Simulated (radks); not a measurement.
Mn III, 23 electrons, occupied as [Ar] 3d5. All-electron calculation, non-relativistic Kohn-Sham, LDA (Slater exchange, VWN5 correlation), spin-polarised, spherical densities, point nucleus; open shells are filled with parallel spins first. Program: a radial shooting solver on a logarithmic mesh with Libxc functionals.

Local quantities along the radius. ELF = 1/(1 + alpha^2) is the electron localisation function; alpha = (tau - tau_W)/tau_unif compares the Pauli kinetic energy density with that of the uniform gas (summed over spins).

```
   r/bohr * ELF (the largest magnitude, 1, reaches the edge; | marks zero)
 0.002988 |                                                      *
 0.003891 |                                                      *
 0.005067 |                                                      *
 0.006598 |                                                      *
 0.008591 |                                                      *
  0.01119 |                                                      *
  0.01457 |                                                      *
  0.01897 |                                                      *
   0.0247 |                                                      *
  0.03216 |                                                     *
  0.04188 |                                                    *
  0.05453 |                                             *
    0.071 |                           *
  0.09246 |               *
   0.1204 |                   *
   0.1568 |                                   *
   0.2041 |                                            *
   0.2658 |                                           *
   0.3461 |                       *
   0.4507 |        *
   0.5868 |                          *
   0.7641 |                                          *
    0.995 |                                          *
    1.296 |                                 *
    1.687 |                 *
    2.197 |     *
     2.86 |*
    3.725 *
     4.85 *
```

On this mesh the ELF has minima near r = 0.11, 0.45 bohr, which separate the shells, and maxima near 0.23 (0.83), 0.87 (0.80).
